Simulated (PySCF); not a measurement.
Coordinates in bohr (charge 0 multiplicity 1):
```
S     0.0000    0.0000   -2.4826
Cu    2.4662    0.0000    0.6299
Cu   -2.4662    0.0000    0.6299
```

All numbers come from PBE0 in PySCF with S def2-TZVP, Cu def2-TZVP; no relativity; density-fitted integrals.

This geometry of Cu₂S is a stationary point at this level.

Task: What is the point group?

Result: C2v.

Task: Is it a minimum?

Result: Yes: all harmonic wavenumbers are real.

Task: Which band is strongest in the infrared?

Result: 345 cm⁻¹ (b2), 18 km/mol.

Task: What are the dipole moment and the gap between the highest occupied and lowest empty levels?

Result: 4.98 D and 3.29 eV.

Task: What is the atomisation energy, with and without zero-point energy?

Result: 538 kJ/mol without, 532 kJ/mol with.

Only a few start shapes were tried, so a lower isomer may exist.
